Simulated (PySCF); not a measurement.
**Telling isomers of C9H12O apart by NMR**

- PBE0/pcSseg-1 with gauge-including orbitals
- structure optimised with GFN2-xTB
- program: PySCF
- non-relativistic, single conformer, gas phase, averaged over atoms made equivalent by symmetry, fast rotation or ring inversion

δ = σ(ref) − σ, references computed at the same level: $^{1}$H and $^{13}$C against TMS. Where no couplings were computed, multiplicities follow the n + 1 count of equivalent neighbours, and m marks all less simple cases (inequivalent or close neighbours, rings, F or P nearby). Shifts are as computed. Against solution values, carbons near 30 ppm lie about +3 ppm off and those near 130 ppm about +5 ppm. Of 1211 compounds with measured shifts, 218 miss one by over three times the rms of a fit or turn the order of signals round; such compounds aren't used in these exercises.

(1) Tabulate the signals of `COc1cc(C)ccc1C`, `O=C1C=C[C@@H](C2CCC2)C1` and their relative energies.

(2) What is the quickest way to tell COc1cc(C)ccc1C from O=C1C=C[C@@H](C2CCC2)C1?

Answers

(1) 
```tsv
SMILES	carbon types	δC	δH	E rel. (kcal/mol)
COc1cc(C)ccc1C	3×C 3×CH 3×CH3	164.7, 141.6, 135.5, 129.5, 125.6, 112.4, 55.7, 24.2, 19.9	7.35 (d, 1H), 6.97 (d, 1H), 6.56 (s, 1H), 3.98 (s, 3H), 2.46 (s, 3H), 2.29 (s, 3H)	0.0
O=C1C=C[C@@H](C2CCC2)C1	1×C 4×CH 4×CH2	211.0, 175.2, 141.1, 54.5, 41.9, 41.1, 28.2, 27.0, 17.0	7.89 (m, 1H), 6.20 (d, 1H), 2.63 (m, 1H), 2.32 (m, 1H), 2.24 (m, 1H), 2.19 (m, 1H), 2.05 (m, 1H), 1.95 (m, 1H), 1.85 (m, 1H), 1.83 (m, 1H), 1.81 (m, 1H), 1.76 (m, 1H)	21.8
```

Energies are electronic energies at PBE0/pcSseg-1 on these geometries, without zero-point or thermal terms, each for the one conformer computed, which needn't be the lowest.

(2) Both give the same number of carbon signals, but DEPT or the intensities differ. The first has a substituted aromatic carbon (C) at 141.6 ppm, the second an sp3 CH in a ring at 41.9 ppm. Their most deshielded carbons lie at 164.7 and 211.0 ppm. In the proton spectra the most deshielded non-exchanging signals are 7.35 (d, 1H) and 7.89 (m, 1H).
